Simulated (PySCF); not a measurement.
# Zn (zinc, neutral) across methods

[Ar] 3d10 4s2, closed-shell 1S. Calculation: PySCF 2.14, in def2-QZVPPD (11s6p5d4f2g, 100 functions); no relativity, point nucleus.

| method | E (hartree) | mean ε 3p (eV) | mean ε 3d (eV) | mean ε 4s (eV) | Σ⟨r²⟩ (bohr²) | ⟨S²⟩ |
| --- | --- | --- | --- | --- | --- | --- |
| MN15 | -1779.789 | -86.493 | -14.883 | -7.387 | 34.04 | 0.000 |
| PBE | -1779.173 | -82.382 | -10.567 | -5.826 | 33.50 | 0.000 |
| LDA | -1776.559 | -82.243 | -10.859 | -6.059 | 33.16 | 0.000 |
| LC-wPBE | -1779.192 | -88.260 | -15.774 | -8.907 | 33.36 | 0.000 |
| r2SCAN | -1779.416 | -85.037 | -10.905 | -6.058 | 33.23 | 0.000 |
| UHF | -1777.84717 | -104.47 | -21.293 | -7.960 | 34.98 | 0.000 |
| M06-L | -1779.381 | -85.432 | -10.719 | -5.812 | 33.01 | 0.000 |
| HSE06 | -1779.188 | -87.674 | -12.931 | -6.229 | 33.41 | 0.000 |
| PBE0 | -1779.186 | -88.076 | -13.369 | -6.544 | 33.55 | 0.000 |
